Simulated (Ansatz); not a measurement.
ethenylcyclopropane (C5H8), SMILES C=CC1CC1.

The structure is a stationary point at B3LYP-D3(BJ)/def2-SVP. Other conformers were not sampled.

Two levels are set side by side: PBE/def2-SVPD (Ansatz, a first-principles code) and CAM-B3LYP/def2-SVPD (Ansatz). Energy differences of separate SCF runs at the same geometry; the states with an electron removed or added have multiplicity 2 and 2. Differences are taken from unrounded values.

```json
[
 {"quantity": "vertical ionisation energy (eV)", "CAM-B3LYP": "9.03"},
 {"quantity": "vertical singlet–triplet gap (eV)", "CAM-B3LYP": "4.20"}
]
```

Problem. What does PBE give, and how far is it from CAM-B3LYP? (Estimate from the structure and the level; the computed values follow.)

Solution. 
```csv
quantity,PBE,PBE minus CAM-B3LYP
vertical ionisation energy (eV),8.83,-0.20
vertical singlet–triplet gap (eV),4.23,0.02
```
